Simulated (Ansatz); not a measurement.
A run for Ansatz (a first-principles code): U-wB97X-V/def2-TZVPP on ClHSe (SMILES Cl[SeH]), a point of a bond scan (R = 3.285 Å).

Ansatz 0.2 input:
```yaml
crystal:
  periodic: [false, false, false]
  atoms:
    - {symbol: Se, position_ang: [0.51847628, -0.15738308, 0.46539325]}
    - {symbol: H, position_ang: [1.50587856, -0.35828625, -0.61175328]}
    - {symbol: Cl, position_ang: [-1.94753860, 0.58245427, -1.57489814]}
basis:
  gaussian:
    orbitals: def2-TZVPP
hamiltonian:
  xc: {name: wB97X-V}
magnetization: {spin_polarized: true, initial_magnetization: 0}
```

The head of its log:

```
WARN ansatz: RAYON_NUM_THREADS=1 ignored (pool sized by the plan → 1); use --threads N
Functional definition: wB97X-V
integrals: 0.04 GiB planned
778 factors; their error is unknown
integrals: 0.07 GiB planned
120 factors; integrals over basis functions are off by at most 9.4e-5 eV
mean field: 0.61 GiB planned
mean field evaluation 1: about -77875.3199 eV, gradient 1.7e1 eV
mean field evaluation 2: about -77871.6084 eV, gradient 3.2e1 eV
```

Predict the final total energy.

-2861.9829 hartree. Its determinant has ⟨S²⟩ = 0.87, a mixture of spin states.
